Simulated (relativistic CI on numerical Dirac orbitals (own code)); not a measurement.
**Crystal-field levels of Tc3+, 4d4**

Calculated by Dirac-Coulomb-Breit CI, separate exchange-only KLI orbitals for each configuration, model QED (radiative potential, 1s self-energy scaled to tabulated hydrogen-like ionisation energies), one configuration in a parametric crystal field, unscaled Slater integrals (own radial code). With so little scaling, terms lie 10 to 35 % too far apart, which can change the order of excited levels.

Field parameters in Wybourne normalisation: D3d B²₀ = −7Dσ, B⁴₀ = −14Dq − 21Dτ, B⁴₃ = −14√(10/7) Dq; D4h B²₀ = −7Ds, B⁴₀ = 21(Dq − Dt), B⁴₄ = 21√(5/14) Dq. The field is a parameter set, without covalency.

S and J are read from ⟨S²⟩ = S(S + 1) and ⟨J²⟩ = J(J + 1) of each level; they are not fictitious spins.

D3d, 10Dq = 25450, Dσ = 120, Dτ = 280 cm⁻¹, the lowest 16 levels:

```csv
E (cm⁻¹),Degeneracy,Irrep,S,J
0.0,1,A1,1.03,4.17
231,2,E,1.03,4.08
2123,1,A2,1.06,4.19
2292,1,A1,1.04,4.02
2676,2,E,1.05,3.94
3073,2,E,1.03,3.84
7402,1,A2,2.00,3.00
7453,2,E,1.99,2.96
7463,1,A1,1.99,2.98
7523,2,E,1.98,2.98
7588,2,E,1.96,3.00
7616,1,A2,1.96,3.02
7633,1,A1,1.96,3.00
10670,2,E,0.04,4.65
13078,1,A1,0.04,4.51
13821,2,E,0.03,4.71
```

D4h, 10Dq = 11550, Ds = 2030, Dt = -510 cm⁻¹, the lowest 16 levels:

```tsv
E (cm⁻¹)	Degeneracy	Irrep	S	J
0.0	1	A1	1.97	2.82
12.6	1	A2	1.97	2.82
182	2	E	1.99	2.93
241	1	B1	1.99	2.97
5310	1	A1	1.68	3.34
5474	2	E	1.83	3.13
5562	1	B2	1.84	3.15
5584	1	B1	1.86	3.12
6211	1	A2	1.05	4.17
6303	1	A1	1.44	3.70
6708	2	E	1.25	3.89
7050	1	B2	1.24	3.79
7120	1	B1	1.22	3.75
11474	1	A1	1.46	3.87
11669	1	A2	1.96	3.22
11682	2	E	1.97	3.02
```

D3d, 10Dq = 41350, Dσ = -280, Dτ = -100 cm⁻¹, the lowest 10 levels:

```tsv
E (cm⁻¹)	Degeneracy	Irrep	S	J
0.0	1	A1	1.00	4.35
313	1	A2	1.00	4.23
635	2	E	1.00	4.13
1205	2	E	1.00	3.83
2320	2	E	1.00	3.93
2364	1	A1	1.00	3.91
10739	1	A1	0.02	4.50
11830	2	E	0.02	4.53
13304	2	E	0.01	4.56
20748	1	A2	2.00	3.00
```

The free-ion ground term has S = 2. The field overcomes the spin-pairing energy for D3d, 10Dq = 25450, Dσ = 120, Dτ = 280 cm⁻¹; D3d, 10Dq = 41350, Dσ = -280, Dτ = -100 cm⁻¹, where the ground state has lower spin; these fields are assumed values.

Levels of this model without a field, named by their leading LS term: 5D_0 0, 5D_1 308, 5D_2 864, 5D_3 1605, 5D_4 2486, 3H_4 17877, 3P_0 18159, 3H_5 18586 cm⁻¹.
